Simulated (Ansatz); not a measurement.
Stepwise reaction of `[CH3][Sb]([CH3])[SiH3]` with hydrogen, as a gas-phase model of exchange steps in deposition or etching. ΔE in kJ/mol; ΔG adds harmonic PBE0-D4 terms to CCSD(T)/CBS, at 1 bar.

Calculated with Ansatz (gas phase, PBE0-D4/def2-TZVP geometries, no zero-point term in ΔE). CBS: MP2 limit from def2 TZ/QZ plus the TZ coupled-cluster correction, frozen cores. This one scheme is used for every species. DFT in def2-TZVPP. B3LYP here is the variant with VWN-RPA as its local correlation; programs differ in this. def2 core potentials past Kr. For Sb outer-core shells are correlated without core-valence functions, which leaves a few kJ/mol of doubt a bond.

```json
{"step": "2", "reaction": "`[CH3][SbH][SiH3]` + H₂ → `[SiH3][SbH2]` + CH₄", "PBE-D4": "-51.2", "B3LYP-D4": "-55.4", "ωB97M-V": "-55.7", "CCSD(T)/CBS": "-48.2", "ΔG(500 K)": "-44.6"}
```

(1) Give the row of step 1, `[CH3][Sb]([CH3])[SiH3]` + H₂ → `[CH3][SbH][SiH3]` + CH₄. (An estimate is asked.)

(2) By hand: ΔE of the 2 steps together at CCSD(T)/CBS.

## Answers

(1) The calculation gave: 
```csv
step,reaction,PBE-D4,B3LYP-D4,ωB97M-V,CCSD(T)/CBS,ΔG(500 K)
1,`[CH3][Sb]([CH3])[SiH3]` + H₂ → `[CH3][SbH][SiH3]` + CH₄,-47.4,-51.6,-51.4,-44.0,-40.1
```

(2) (-44.0) + (-48.2) = -92.2 kJ/mol, or -46.1 kJ/mol a step.

In ΔE the steps differ by no more than 4.2 kJ/mol. All are downhill at CCSD(T)/CBS. ΔG lies between -44.6 and -40.1 kJ/mol a step. PBE-D4 differs from CCSD(T)/CBS by -3.4 to -3.0 kJ/mol a step. Isolated molecules leave out the surface, adducts and barriers. Largest T1 diagnostic: 0.014.
